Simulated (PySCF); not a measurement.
C7H8FSi (doublet state).
Cartesian coordinates in Å at the GFN2-xTB level; atoms count from 1:
```
atom  x, y, z in Å
F1    -3.205   -1.131    0.870
C2    -2.165   -1.380    0.010
C3    -1.016   -0.429    0.207
C4    -1.048    0.553    1.190
C5     0.036    1.410    1.338
C6     1.135    1.297    0.518
C7     1.195    0.309   -0.481
Si8    2.641    0.180   -1.608
C9     0.091   -0.546   -0.614
H10   -2.571   -1.295   -1.006
H11   -1.852   -2.416    0.188
H12   -1.911    0.645    1.830
H13    0.011    2.171    2.105
H14    1.969    1.973    0.642
H15    2.739   -0.946   -2.514
H16    3.841    0.935   -1.312
H17    0.104   -1.317   -1.373
```

The hyperfine couplings belong to this conformer and change with its torsions.

Identity: `FCC1=CC=CC([SiH2])=C1` [radical].

Method used: UKS B3LYP, pcH-1 on C F H Si, non-relativistic, mean-field spin-orbit, GIAO (PySCF 2.14.0). Isolated species at its GFN2-xTB geometry (one conformer only). Couplings are sensitive to structure, and on GFN2-xTB geometries they can be far from those on DFT ones, by a factor of two or more for some ions and for spin on atoms past the first row. The SCF solution wasn't tested for stability.

The Mulliken spin populations are largest on Si8 (+0.97), C4 (+0.13), C9 (+0.11) and C6 (+0.10). No atom but Si8 exceeds +0.15. The angles at Si8 add up to 357.3°, so it is nearly planar; its axial dipolar tensor and the negative couplings of its protons fit spin in a p orbital normal to that plane.

(1) Test a(H) = Q·ρ(C) for the protons on planar carbons with a spin population beyond ±0.08.

(2) Leave H17 and its like out of the fit. How well does the relation then predict its coupling?

Results:

(1) 
```csv
H,C,ρ(C),a(H) (G),a/ρ (G)
H12,C4,+0.127,-2.95,-23.2
H14,C6,+0.103,-2.49,-24.2
H17,C9,+0.112,-2.66,-23.8
```

A least-squares line through the origin gives Q = -23.6 G with Mulliken populations. In every row coupling and population have opposite signs.

(2) The other protons give Q = -23.6 G, so a = -23.6 × 0.112 ≈ -2.63 G, against the computed -2.66 G.

Couplings in gauss use g_iso = 2.0036.

On one thread of an Intel Xeon at 2.60 GHz, no GPU, on a shared host, this took 2.0 min (with the writing of density and orbital grids) and 1.1 GiB of memory at its peak.
